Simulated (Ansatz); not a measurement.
`C[SiH2]Br` + PH₃ → `C[SiH2]P` + HBr at 400 K and 1 bar (ligand exchange at the Si–Br bond).

Isolated molecules relaxed with PBE0-D4/def2-TZVP in Ansatz; ΔE leaves out vibrations. CBS: MP2 limit from def2 TZ/QZ plus the TZ coupled-cluster correction, frozen cores. This one scheme is used for every species. For Br outer-core shells are correlated without core-valence functions, which leaves a few kJ/mol of doubt a bond. Scalar relativity is left out up to krypton. Each species was taken in one conformer, which may not be the lowest.

```csv
species,CCSD(T)/CBS energy (Eh),H − E (kJ/mol),S (J/(mol·K))
`C[SiH2]Br`,-2903.51417,168.6,335.0
PH₃,-342.72256,77.1,221.7
`C[SiH2]P`,-672.28696,216.5,349.4
HBr,-2573.91920,27.6,207.2
```

H − E and S are ideal-gas, rigid-rotor, harmonic terms from PBE0-D4/def2-TZVP, for one conformer and one mirror image of each species. 1 Eh = 2625.50 kJ/mol, R = 8.31446 J/(mol·K).

Q: By hand: ΔE, ΔH, ΔS and ΔG.

A: ΔE = (-672.28696) + (-2573.91920) − (-2903.51417) − (-342.72256) = 0.03057 Eh = 80.3 kJ/mol. Δ(H − E) = 216.5 + 27.6 − 168.6 − 77.1 = -1.6, so ΔH = 78.7 kJ/mol. ΔS = 349.4 + 207.2 − 335.0 − 221.7 = -0.1 J/(mol·K). ΔG = 78.7 − 400 × (-0.1)/1000 = 78.7 kJ/mol.

Q: By hand: the equilibrium constant, and the temperature at which ΔG would vanish if ΔH and ΔS stayed fixed.

A: log₁₀ K = −ΔG/(RT ln 10) = -10.3. ΔH and −TΔS have one sign here, so there is no such temperature. One of them is within its doubt of zero, so this could turn.

The number of gas molecules stays the same, so ΔS is small and ΔH decides. A doubt of 5 kJ/mol in ΔE shifts log₁₀ K by 0.7 here. Other conformers and mirror images would add mixing entropy, several J/(mol·K) or more a flexible species. These are equilibria of isolated gas molecules and say nothing of rates. Largest T1 diagnostic: 0.013 (customary marks: 0.02 for closed shells, 0.045 for open ones).
